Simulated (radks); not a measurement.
Results of a calculation; reference values are marked as such.
Charge is removed step by step from the 2s down level of N+, starting from [He] 2s(up 1, down 1) 2p2. Level of theory: non-relativistic Kohn-Sham, PBEsol, spin-polarised, spherical densities, point nucleus; open shells are filled with parallel spins first (a radial shooting solver on a logarithmic mesh with Libxc functionals).

| removed (e) | E - E(0) (eV) | eigenvalue (eV) |
|---|---|---|
| 0 | 0.000 | -29.858 |
| 0.125 | 3.836 | -31.511 |
| 0.25 | 7.878 | -33.162 |
| 0.375 | 12.125 | -34.800 |
| 0.5 | 16.577 | -36.416 |
| 0.625 | 21.228 | -37.994 |
| 0.75 | 26.073 | -39.507 |
| 0.875 | 31.100 | -40.906 |

The mean slope of the eigenvalue, de/dn, is 12.6 eV per electron.
